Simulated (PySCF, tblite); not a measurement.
Bond stretch in K2, singlet.

Methods: GFN2-xTB, 300 K electronic temperature (tblite); UCCSD(T) = CCSD(T) on UHF/def2-TZVP, 10 core orbitals frozen (PySCF 2.14.0).

Energies relative to the lowest point of each curve near equilibrium, in kJ/mol; the last columns give the difference from UCCSD(T):

| R / Å | GFN2-xTB | UCCSD(T) | GFN2-xTB − UCCSD(T) |
|---|---|---|---|
| 3.02 | 27.5 | 39.6 | -12.1 |
| 3.18 | 7.1 | 26.0 | -18.9 |
| 3.38 | 0.0 | 13.5 | -13.5 |
| 3.65 | 6.3 | 3.7 | 2.5 |
| 3.75 | 10.9 | 1.8 | 9.1 |
| 3.91 | 19.4 | 0.2 | 19.2 |
| 4.01 | 25.2 | 0.0 | 25.2 |
| 4.14 | 32.9 | 0.6 | 32.3 |
| 4.23 | 38.2 | 1.4 | 36.8 |
| 4.44 | 50.4 | 4.5 | 45.8 |
| 4.60 | 58.5 | 7.7 | 50.8 |
| 4.96 | 65.3 | 16.3 | 49.0 |
| 5.45 | 85.1 | 27.8 | 57.3 |
| 6.07 | 107.4 | 37.6 | 69.8 |
| 6.69 | 122.6 | 42.5 | 80.1 |
| 7.28 | 132.2 | 44.9 | 87.3 |
| 8.04 | 139.7 | 46.4 | 93.3 |
| 8.83 | 144.0 | 47.0 | 97.0 |
| 9.76 | 146.6 | 47.4 | 99.2 |
| 10.87 | 147.8 | 47.5 | 100.3 |
| 11.90 | 148.2 | 47.6 | 100.6 |

GFN2-xTB is furthest from UCCSD(T) at 11.90 (100.6 kJ/mol, above); its mean absolute difference over the points is 52.4 kJ/mol.

The unrestricted determinant behind UCCSD(T) is spin-contaminated at 3.02 to 11.90 Å (<S²> up to 1.0, against 0.00 for a pure singlet).
